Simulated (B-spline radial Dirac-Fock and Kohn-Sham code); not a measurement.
## Magnetic form factor of the 3d shell of Zn⁸⁺

System: Zn⁸⁺ in the configuration 1s2 2s2 2p6 3s2 3p6 3d4.

These are calculated numbers from a radial atomic solver; the model is Dirac-Fock orbitals of the configuration average with a finite nucleus. ⟨j_K⟩ is the integral of the 3d radial density with the spherical Bessel function j_K(4πsr), s = sin θ/λ.

```tsv
s (Å⁻¹)	⟨j0⟩	⟨j2⟩	⟨j4⟩
0	1.0000	0.0000	0.0000
0.05	0.9908	0.0037	0.0000
0.1	0.9638	0.0143	0.0001
0.15	0.9206	0.0311	0.0005
0.2	0.8637	0.0526	0.0014
0.25	0.7962	0.0771	0.0031
0.3	0.7215	0.1028	0.0060
0.35	0.6430	0.1281	0.0102
0.4	0.5637	0.1514	0.0157
0.45	0.4863	0.1717	0.0224
0.5	0.4130	0.1881	0.0301
0.6	0.2837	0.2083	0.0476
0.7	0.1818	0.2124	0.0653
0.8	0.1068	0.2037	0.0809
0.9	0.0547	0.1866	0.0929
1	0.0205	0.1651	0.1005
1.1	-0.0005	0.1422	0.1038
1.2	-0.0126	0.1199	0.1036
1.4	-0.0207	0.0816	0.0955
1.6	-0.0193	0.0533	0.0822
```

Radial moments of the shell: ⟨r²⟩ = 0.5012, ⟨r⁴⟩ = 0.4691, ⟨r⁶⟩ = 0.7155 in powers of bohr.
